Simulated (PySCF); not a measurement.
# Ti⁺ (titanium, charge +1): UHF calculation

Configuration: [Ar] 3d2 4s1, high-spin 4F determinant. Calculation: PySCF 2.14, in cc-pVTZ-DK; scalar relativity by spin-free X2C-1e.

```
Total energy                        : -852.543294 hartree
One-electron energy                 : -1162.8660 hartree
Hartree (Coulomb) energy            : 351.6269 hartree
Exchange energy                     : -41.3042 hartree
⟨S²⟩                                : 3.7526
⟨L²⟩                                : 12.037
Sum of ⟨r⟩                          : 17.24 bohr
Sum of ⟨r²⟩                         : 29.10 bohr²
Langevin diamagnetic susceptibility : -23.0 ×10⁻⁶ cm³/mol
Time after the integrals            : 0.45 s of wall time on 1 thread of Neoverse-V2 (shared host)
```

| shell | electrons | mean orbital energy (hartree) | rms radius, mean of both spins (bohr) |
| --- | --- | --- | --- |
| 1s α | 1 | -184.66297 | 0.0804 |
| 1s β | 1 | -184.65994 | 0.0804 |
| 2s α | 1 | -21.93108 | 0.350 |
| 2s β | 1 | -21.89355 | 0.350 |
| 2p α | 3 | -18.09858 | 0.320 |
| 2p β | 3 | -18.06383 | 0.320 |
| 3s α | 1 | -3.23579 | 1.08 |
| 3s β | 1 | -3.09563 | 1.08 |
| 3p α | 3 | -2.14235 | 1.18 |
| 3p β | 3 | -1.97882 | 1.18 |
| 3d α | 2 | -0.70596 | 1.63 |
| 4s α | 1 | -0.47898 | 3.49 |

Densities and radii are taken from the X2C orbitals without a picture-change correction, which distorts them close to the nucleus.
